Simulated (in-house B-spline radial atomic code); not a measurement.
Atomic self-consistent-field run: neutral chromium. Method: Dirac-Hartree-Fock, average of configuration, Fermi nucleus of rms radius 3.6452 fm, speed of light scaled by 1.2. Calculated with an all-electron radial atomic-structure program (B-spline basis).

Command:
```bash
python run_scf.py task.json out
```
Settings (nuclear radius in fm, mass in u):
```
Z                24
configuration    [Ar] 3d5 4s1
hamiltonian      dirac
method           hf
spin_polarised   False
nucleus          fermi
rms_radius       3.6452
atomic_mass      51.9405
speed_of_light   164.443198901
```

Output (hartree, bohr):
```
 radial grid: 78 intervals, B-splines of order 8, outer radius 50 bohr

 iter        energy (Eh)    residual
    1      -1038.7524320    3.62e-01
    2      -1042.8131587    3.87e-01
    3      -1047.2111783    6.93e-02
    4      -1047.5705383    1.97e-02
    5      -1047.5991300    7.51e-03
    6      -1047.5996900    8.31e-03
    7      -1047.6026780    6.19e-04
    8      -1047.6026998    4.68e-05
    9      -1047.6026999    1.85e-05
   10      -1047.6026999    2.06e-06
   11      -1047.6026999    1.51e-07

 total energy                    -1047.602700
 kinetic                           1056.61688
 electron-nucleus                 -2500.88376
 electron-electron                  396.66418

 orbital      occ     eigenvalue          <r>       <r^2>       <1/r>       r_max    small
 1s1/2      2.000     -221.64386    0.0637027  0.00545334     23.7763     0.04182  5.15e-03
 2s1/2      2.000      -26.51548     0.291908    0.100627     5.07454      0.2434  9.33e-04
 2p1/2      2.000      -22.39056     0.258002   0.0818536     4.98784      0.1971  9.09e-04
 2p3/2      4.000      -22.16667     0.259922   0.0829842     4.93683      0.1986  9.01e-04
 3s1/2      2.000       -3.37214     0.905597    0.946173     1.54579      0.7788  1.88e-04
 3p1/2      2.000       -2.12309     0.968602     1.10701     1.41066      0.7998  1.62e-04
 3p3/2      4.000       -2.09527     0.974546     1.12064      1.3998      0.8044  1.60e-04
 3d3/2      2.000       -0.31940      1.40509     2.67706    0.988845      0.8599  8.86e-05
 3d5/2      3.000       -0.31729      1.41048      2.6987    0.985483      0.8621  8.81e-05
 4s1/2      1.000       -0.20985      3.80903     16.9074     0.33264       3.043  1.03e-05
```


For the Dirac Hamiltonian the kinetic term is c α·p + (β - 1)c².
